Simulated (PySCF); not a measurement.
C₄H₅ClO₂S₂Si.
Atom-mapped SMILES: `[O:1]=[S:2](=[O:3])([Cl:4])[c:5]1[cH:6][cH:7][c:8]([SiH3:9])[s:10]1` (hydrogens: H11 on C6; H12 on C7; H13, H14, H15 on Si9)

Cartesian coordinates in Å at the PBE0-D3(BJ)/def2-SVP level; atoms count from 1:
```
atom  x, y, z in Å
O1    -7.9475   -0.7602   -3.2745
S2    -7.2286    0.4697   -3.5127
O3    -7.5085    1.6982   -2.8066
Cl4   -7.4555    0.8937   -5.5490
C5    -5.5163    0.1550   -3.4345
C6    -4.9225   -1.0782   -3.5571
C7    -3.5144   -0.9733   -3.4661
C8    -3.0665    0.3243   -3.2865
Si9   -1.2823    0.8913   -3.1270
S10   -4.3840    1.4285   -3.2208
H11   -5.4883   -1.9996   -3.6977
H12   -2.8408   -1.8301   -3.5238
H13   -1.1062    1.6821   -1.8747
H14   -0.4399   -0.3377   -3.0909
H15   -0.9059    1.7409   -4.2941
```

Level: PBE0/pcSseg-1 in PySCF, non-relativistic, on one gas-phase PBE0-D3(BJ)/def2-SVP geometry that isn't relaxed in the solvent. The solvent is an IEF-PCM continuum (cavity from Bondi-type radii × 1.2). The model holds no explicit solvent molecules, cavitation or dispersion.

Gas phase at PBE0/pcSseg-1: HOMO -8.04 eV, LUMO -2.60 eV, dipole 5.15 D.

Q: What does the continuum do to the energy, the frontier levels and the dipole at PBE0/pcSseg-1 in cyclohexane and chloroform?

A: 
```json
{"solvent": "cyclohexane", "ε": "2.017", "E(solvent) − E(gas) (kcal/mol)": "-2.45", "polarisation term (kcal/mol)": "-2.61", "distortion of the solute (kcal/mol)": "0.16", "HOMO (eV)": "-7.91", "LUMO (eV)": "-2.54", "dipole (D)": "5.71"}
{"solvent": "chloroform", "ε": "4.711", "E(solvent) − E(gas) (kcal/mol)": "-4.38", "polarisation term (kcal/mol)": "-4.87", "distortion of the solute (kcal/mol)": "0.49", "HOMO (eV)": "-7.84", "LUMO (eV)": "-2.52", "dipole (D)": "6.14"}
```

The first energy column is the sum of the next two and covers electrostatics alone. From cyclohexane to chloroform the lowering changes by a factor 1.79, Onsager's factor (ε − 1)/(2ε + 1) by 1.76 and ε itself by 2.3.

Q: Which radius a makes the point-dipole formula ΔE = −[(ε − 1)/(2ε + 1)]·μ²/a³ give the value in chloroform, with the gas-phase dipole?

A: μ = 2.027 au and |ΔE| = 0.00698 Eh give a = 3.14 Å; the farthest nucleus lies 3.91 Å from the centroid of the nuclei, so such a sphere wouldn't even hold the nuclei. The formula assumes a rigid point dipole at the centre of a sphere.

Q: Give the dipole vector in the frame of the coordinates (D, pointing from negative to positive charge), gas and chloroform.

A: Gas (4.98, -1.30, -0.31), solvent (5.91, -1.65, -0.39). Its length changes by +19 % and its direction by 1°.

Q: Which Hirshfeld charges (PBE0/pcSseg-1) respond most in chloroform (means over atoms taken as equivalent)?

A: 
| atoms | environment | gas (e) | solvent (e) | change |
| --- | --- | --- | --- | --- |
| O1/O3 | sulfonyl oxygen | -0.270 | -0.286 | -0.016 |
| H12 | aromatic hydrogen | +0.064 | +0.073 | +0.009 |
| H11 | aromatic hydrogen | +0.071 | +0.078 | +0.007 |
| Si9 | SiH3 silicon | +0.315 | +0.320 | +0.005 |
| C7 | aromatic CH carbon | -0.055 | -0.050 | +0.005 |
| C6 | aromatic CH carbon | -0.044 | -0.040 | +0.004 |
| C8 | substituted aromatic carbon | -0.108 | -0.103 | +0.005 |
| C5 | substituted aromatic carbon | -0.073 | -0.078 | -0.005 |

Q: Which Mayer bond orders change most in chloroform?

A: 
```csv
bond,length (Å),gas,solvent,change
C5–C6,1.374,1.445,1.430,-0.015
S10–C5,1.717,1.132,1.119,-0.013
S2–O3,1.444,1.756,1.744,-0.012
S2–C5,1.743,0.883,0.895,+0.012
O1–S2,1.444,1.767,1.756,-0.011
C8–Si9,1.879,0.813,0.807,-0.006
C6–C7,1.415,1.307,1.312,+0.005
C7–C8,1.384,1.540,1.535,-0.005
```

Q: How do the nuclear quadrupole coupling constants eQVzz/h respond in chloroform?

A: 
```csv
nucleus,Q (barn),gas (MHz),solvent (MHz),η gas,η solvent
17O at O1,-0.0256,-8.44,-8.47,0.14,0.14
33S at S2,-0.06781,-11.97,-12.30,0.47,0.29
17O at O3,-0.0256,-8.43,-8.46,0.19,0.19
35Cl at Cl4,-0.0817,-72.07,-71.92,0.04,0.03
33S at S10,-0.06781,-31.17,-31.46,0.48,0.48
```

Hardware: an Intel Xeon Platinum 8488C with one thread, shared host with 192 logical CPUs at a one-minute load of 81. Cost: 51 s wall, 1.2 GiB resident at most. This is the whole shielding run at PBE0/pcSseg-1 in chloroform, SCF included.
